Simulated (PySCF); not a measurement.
# Working out the ionisation energy of C+

C+ [He] 2s2 2p1 (2P) → C(2+) [He] 2s2 (1S). Computed with PySCF 2.14 in cc-pVDZ-DK (3s2p1d, 14 functions), with scalar relativity by spin-free X2C-1e. Frozen: 1s2. Energies in hartree (1 hartree = 27.21139 eV):

```
            part  C+ (lower)  C(2+) (upper)
             UHF  -37.304630     -36.415882
CCSD correlation   -0.066690      -0.071926
             (T)   -0.000651       0.000000
```

Q: What does Hartree-Fock give?

A: (-36.415882) − (-37.304630) = 0.888748 hartree = 24.184 eV.

Q: What do CCSD and CCSD(T) give?

A: The CCSD correlation energies differ by -0.005236 hartree = -0.142 eV and the triples by 0.000651 hartree = 0.018 eV, so CCSD gives 24.042 eV and CCSD(T) 24.060 eV.

Measured between the centres of the two terms (NIST): 24.378 eV, so CCSD(T) (valence) is off by -0.318 eV.

A double-zeta basis recovers only part of the correlation energy.

The coupled-cluster amplitudes are large, so a single reference is strained.

What remains against the reference includes basis incompleteness, the frozen core and higher excitations.
